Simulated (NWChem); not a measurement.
# C₂H₄Cl₂; SMILES CC(Cl)Cl

Computed with NWChem. Each level has its own optimisation; frequencies are unscaled. Brackets give each atom's bonded neighbours.

For level Hartree-Fock/STO-3G:

```
Item                               Value
---------------------------------  -----
highest harmonic frequency (cm⁻¹)   3770
lowest (cm⁻¹)                        251
zero-point energy (kcal/mol)        42.6
dipole (D)                          2.72
```

Problem. How do the values read with level PBE/def2-SVP instead?

Solution. The highest harmonic frequency (cm⁻¹) is 3097 and the lowest (cm⁻¹) is 265. The zero-point energy (kcal/mol) is 34.9 and the dipole (D) comes out as 1.90.
